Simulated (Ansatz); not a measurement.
Consider the cleavage of the Si–Si bond: `[SiH3][SiH2]N[SiH2]Cl` + `[NH2][Al]([OH])[SH]` → `[NH2][Al]([SH])[O][SiH3]` + `[SiH3]N[SiH2]Cl`.

Program: Ansatz. Geometries: PBE0-D4/def2-TZVP. ΔE: electronic, gas phase. CBS: MP2 limit from def2 TZ/QZ plus the TZ coupled-cluster correction, frozen cores. DFT in def2-TZVPP. B3LYP here is the variant with VWN-RPA as its local correlation; programs differ in this. One conformer a species, not always the lowest.

`[SiH3][SiH2]N[SiH2]Cl`:

```xyz
13

Si    0.333   -0.537    1.911
Si   -0.562   -1.278   -0.123
N    -0.628    0.019   -1.281
Si    0.160    1.530   -1.199
Cl    2.136    1.461   -1.793
H    -0.532    0.491    2.548
H     0.410   -1.722    2.810
H     1.700    0.018    1.732
H    -1.933   -1.817    0.099
H     0.266   -2.411   -0.627
H    -1.013   -0.223   -2.185
H     0.172    1.979    0.210
H    -0.511    2.491   -2.101
```

`[NH2][Al]([OH])[SH]`:

Z-matrix (Å, degrees):
```
N
Al 1 1.761
H 1 1.006 2 125.7
H 1 1.007 2 124.1 3 -180.0
O 2 1.693 1 123.7 3 -0.0
S 2 2.178 1 119.4 3 -179.9
H 5 0.955 2 125.1 1 0.1
H 6 1.344 2 91.5 1 179.9
```

`[NH2][Al]([SH])[O][SiH3]`:

```xyz
11

N     2.545    0.311    0.070
Al    0.959   -0.272   -0.400
S     0.770   -1.741   -1.999
O    -0.412    0.304    0.385
Si   -1.981    0.495    0.756
H     3.414    0.021   -0.345
H     2.708    0.987    0.798
H    -0.570   -1.770   -1.885
H    -2.218    0.123    2.176
H    -2.832   -0.369   -0.110
H    -2.384    1.911    0.554
```

`[SiH3]N[SiH2]Cl`:

```xyz
10

Si    1.285    0.720   -0.559
N    -0.356    0.160   -0.543
Si   -1.187   -0.588    0.748
Cl   -0.854   -2.623    0.860
H     1.744    0.726    0.851
H     2.172   -0.157   -1.368
H     1.360    2.092   -1.128
H    -0.818    0.111   -1.441
H    -0.702   -0.017    2.022
H    -2.645   -0.424    0.558
```

(1) Is it downhill or uphill in electronic energy at CCSD(T)/CBS, and by how much? (Estimate.)

(2) What do these levels give: r2SCAN0-D4, BHLYP-D4, CAM-B3LYP-D4, PBE-QIDH, BLYP, B3LYP, r2SCANh, r2SCAN0, LC-ωPBE, CCSD/def2-TZVPP, HF/CBS(def2), MP2/CBS(def2)? (An estimate is asked.)

Largest T1 diagnostic among the species: 0.011.

Answers

(1) Computed: Downhill: ΔE = -1.18 eV.

(2) Computed: r2SCAN0-D4 -1.16, BHLYP-D4 -1.31, CAM-B3LYP-D4 -1.26, PBE-QIDH -1.16, BLYP -1.19, B3LYP -1.25, r2SCANh -1.15, r2SCAN0 -1.17, LC-ωPBE -1.11, CCSD/def2-TZVPP -1.25, HF/CBS(def2) -1.59, MP2/CBS(def2) -1.25 eV.

Leaving LDA and LC-ωPBE aside and taking each functional with its dispersion term where it has one, the values, not all of them listed here, spread over 0.41 eV, from BHLYP-D4 to revPBE-D4. LDA lies +0.03 eV from PBE without D4. From r2SCAN to r2SCAN0 (25 % exact exchange), in def2-TZVPP and without D4, ΔE moves by −0.04 eV.
